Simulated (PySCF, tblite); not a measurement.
C2H9BSSi.
Atom-mapped SMILES: `[CH3:1][CH2:2][BH:3][S:4][SiH3:5]` (hydrogens: H6, H7, H8 on C1; H9, H10 on C2; H11 on B3; H12, H13, H14 on Si5)

Geometry (GFN2-xTB, Å), atoms numbered from 1 in this order:
```
atom  x, y, z in Å
C1    -2.2087    0.0591    0.5929
C2    -0.7171   -0.0668    0.2745
B3    -0.3133    0.3090   -1.2080
S4     1.3666    0.3562   -1.7549
Si5    2.6277   -0.1652   -0.0790
H6    -2.4144   -0.2305    1.6222
H7    -2.7936   -0.5784   -0.0657
H8    -2.5414    1.0853    0.4549
H9    -0.4054   -1.0970    0.4838
H10   -0.1578    0.5493    0.9876
H11   -1.1117    0.5686   -2.0229
H12    3.9519   -0.1443   -0.6755
H13    2.2518   -1.4885    0.4050
H14    2.4647    0.8425    0.9631
```

Jobs on this species (14 atoms, 56 electrons) with PySCF (density fitting) and tblite. Hardware of each: one thread, Arm Neoverse N1 (aarch64), no GPU, shared host. The host was shared with other jobs, so the times are rough.

```tsv
level and settings	work	basis functions	SCF cycles	wall time
CAM-B3LYP/def2-SVPD	8 singlets by full TDDFT, 3 Tamm–Dancoff triplets, polarisability	183	?	?
PBE0/pcSseg-1	shieldings, charges and field gradients	144	?	?
GFN2-xTB	L-BFGS relaxation	–	–	1.1 s
GFN2-xTB	Hessian by finite differences	–	–	0.61 s
```

Question: Fill in the missing figures.

Answer: 
- CAM-B3LYP/def2-SVPD; 8 singlets by full TDDFT, 3 Tamm–Dancoff triplets, polarisability: 47 s, 12 SCF cycles
- PBE0/pcSseg-1; shieldings, charges and field gradients: 27 s, 12 SCF cycles

Question: What do all jobs in the table cost together?

Answer: About 76 s; the longest takes about 62 % of that, and about 77 times as long as the shortest.
